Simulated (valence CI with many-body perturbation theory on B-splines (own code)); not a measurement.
E1 transitions of K XV

Level of theory: valence CI with perturbative core correlation (CI+MBPT): three valence electrons over a frozen Dirac-Fock core [He], a basis of 11 s, 11 p, 9 d, 7 f, 5 g, 2 h, 1 i functions for each j, with the one-electron correlation potential Σ1 (screened to all orders), the two-electron term Σ2, the three-electron term Σ3, Breit, model QED; selected single and double excitations, second order for the rest (own B-spline code, finite nucleus).

No measured spectrum was set against this ion. As an estimate, levels of excited configurations hold to 0.05 to 0.15 % of their energy, terms of the ground configuration to about 0.5 %.

Lines 51 to 100 of 257 in falling wavelength, among levels below 582.23 eV, chosen from the strongest by gf and those to the six lowest levels. Wavelengths and rates use the calculated energies, so an error of 400 cm⁻¹ moves a line at 25.86 nm by 0.1 % and its rate by three times that or more. Electric multipoles are in the length gauge, E1 and E2 with the static RPA response of the core. Weak lines are less certain than strong ones. Lines between different terms over intervals too small for the method are left out, as are lines whose strength nearly cancels. Where a level lies close to another of its J and parity, the split of strength between their lines is uncertain. The highest levels of a list are the least certain.

Names give the largest LS component (configuration and term), which can be under half, so a name can repeat, a term be missing and a line seem to break the LS rules; names also repeat where a configuration has a term twice. Letters in brackets count levels of one name in rising energy.

```tsv
λ vac (nm)	Upper	Lower	A (s⁻¹)	S (a.u.) with core polarisation	S without
25.86	2p³ ²P°_3/2	2s2p² ²P_3/2	7.54e+09	2.57e-01	2.59e-01
25.58	2p³ ²P°_1/2	2s2p² ²P_1/2	7.17e+09	1.18e-01	1.19e-01
24.77	2p²3p ⁴D°_5/2	2s2p3p ⁴D_7/2	2.14e+09	9.63e-02	9.67e-02
24.46	2p²3p ⁴D°_3/2	2s2p3p ⁴D_5/2	3.36e+09	9.69e-02	9.74e-02
24.45	2p²3p ²S°_1/2	2s2p3p ⁴D_3/2	5.53e+09	7.99e-02	8.02e-02
24.09	2s2p² ²D_3/2	2s²2p ²P°_3/2	2.58e+08	7.12e-03	7.15e-03
24.02	2p²3s ⁴P_3/2	2s2p3s ⁴P°_5/2	3.65e+09	9.99e-02	1.00e-01
24.00	2s2p² ²D_5/2	2s²2p ²P°_3/2	3.33e+09	1.36e-01	1.37e-01
23.80	2p²3p ⁴D°_5/2	2s2p3p ⁴D_5/2	2.94e+09	1.18e-01	1.18e-01
23.61	2p²3s ⁴P_1/2	2s2p3s ⁴P°_3/2	7.19e+09	9.34e-02	9.39e-02
23.34	2p²3s ²P_3/2	2s2p3s ²P°_3/2 [a]	8.87e+09	2.23e-01	2.24e-01
23.24	2p³ ²D°_3/2	2s2p² ²D_3/2	5.40e+09	1.34e-01	1.34e-01
23.22	2p²3s ⁴P_5/2	2s2p3s ⁴P°_5/2	6.18e+09	2.29e-01	2.30e-01
23.16	2p³ ²D°_5/2	2s2p² ²D_5/2	6.92e+09	2.55e-01	2.56e-01
23.10	2p³ ²P°_3/2	2s2p² ²S_1/2	3.15e+09	7.66e-02	7.70e-02
23.07	2p³ ²D°_5/2	2s2p² ²D_3/2	8.83e+08	3.21e-02	3.22e-02
23.03	2p²3s ²P_1/2	2s2p3s ²P°_1/2 [a]	9.14e+09	1.10e-01	1.11e-01
22.54	2p²3s ⁴P_3/2	2s2p3s ⁴P°_1/2	4.15e+09	9.39e-02	9.44e-02
22.52	2s2p² ²D_3/2	2s²2p ²P°_1/2	3.89e+09	8.77e-02	8.81e-02
22.26	2p²3s ⁴P_5/2	2s2p3s ⁴P°_3/2	3.07e+09	1.00e-01	1.01e-01
21.06	2s2p3d ²F°_7/2 [b]	2s²3d ²D_5/2	5.01e+09	1.85e-01	1.86e-01
20.92	2s2p3d ²F°_5/2 [b]	2s²3d ²D_3/2	4.82e+09	1.31e-01	1.32e-01
20.40	2s2p3d ²D°_3/2 [b]	2s²3d ²D_3/2	1.04e+10	1.75e-01	1.76e-01
20.40	2s2p3p ²D_5/2 [b]	2s²3p ²P°_3/2	8.04e+09	2.02e-01	2.03e-01
20.37	2s2p3d ²D°_5/2 [b]	2s²3d ²D_5/2	1.10e+10	2.76e-01	2.78e-01
20.29	2s2p3p ²P_3/2 [b]	2s²3p ²P°_3/2	1.08e+10	1.78e-01	1.79e-01
20.28	2s2p3p ²P_1/2 [b]	2s²3p ²P°_1/2	9.63e+09	7.93e-02	7.97e-02
20.23	2s2p3p ²D_3/2 [b]	2s²3p ²P°_1/2	8.77e+09	1.43e-01	1.44e-01
20.18	2s2p3s ²P°_1/2 [b]	2s²3s ²S_1/2	8.29e+09	6.72e-02	6.75e-02
20.13	2s2p3s ²P°_3/2 [b]	2s²3s ²S_1/2	9.09e+09	1.46e-01	1.47e-01
19.95	2p³ ⁴S°_3/2	2s2p² ⁴P_5/2	1.19e+10	1.86e-01	1.87e-01
19.61	2s2p3d ²P°_1/2 [b]	2s²3d ²D_3/2	1.47e+10	1.09e-01	1.10e-01
19.60	2s2p3d ²P°_3/2 [b]	2s²3d ²D_5/2	1.33e+10	1.97e-01	1.98e-01
19.39	2p³ ⁴S°_3/2	2s2p² ⁴P_3/2	8.62e+09	1.24e-01	1.25e-01
19.30	2s2p3p ²S_1/2 [b]	2s²3p ²P°_3/2	9.85e+09	6.99e-02	7.02e-02
19.08	2s2p² ²S_1/2	2s²2p ²P°_3/2	1.37e+09	9.43e-03	9.47e-03
18.97	2p³ ⁴S°_3/2	2s2p² ⁴P_1/2	4.65e+09	6.27e-02	6.30e-02
18.67	2p³ ²P°_1/2	2s2p² ²D_3/2	1.31e+10	8.44e-02	8.48e-02
18.51	2p³ ²P°_3/2	2s2p² ²D_5/2	8.99e+09	1.13e-01	1.13e-01
18.45	2p³ ²P°_3/2	2s2p² ²D_3/2	2.01e+09	2.49e-02	2.51e-02
18.08	2s2p² ²S_1/2	2s²2p ²P°_1/2	1.62e+10	9.46e-02	9.51e-02
17.87	2s2p² ²P_1/2	2s²2p ²P°_3/2	1.73e+10	9.77e-02	9.82e-02
17.53	2s2p² ²P_3/2	2s²2p ²P°_3/2	2.34e+10	2.49e-01	2.50e-01
16.99	2s2p² ²P_1/2	2s²2p ²P°_1/2	6.50e+09	3.15e-02	3.16e-02
16.69	2s2p² ²P_3/2	2s²2p ²P°_1/2	4.20e+09	3.85e-02	3.87e-02
16.57	2p³ ²D°_5/2	2s2p² ⁴P_5/2	1.35e+08	1.82e-03	1.83e-03
16.26	2p³ ²D°_3/2	2s2p² ⁴P_3/2	8.34e+07	7.08e-04	7.11e-04
2.801	2s²3p ²P°_1/2	2s2p² ²D_3/2	4.82e+10	1.04e-03	1.04e-03
2.794	2s²3p ²P°_3/2	2s2p² ²D_3/2	3.90e+09	1.68e-04	1.67e-04
2.706	2p²3s ²D_5/2	2p³ ²P°_3/2	1.56e+11	9.16e-03	9.12e-03
```
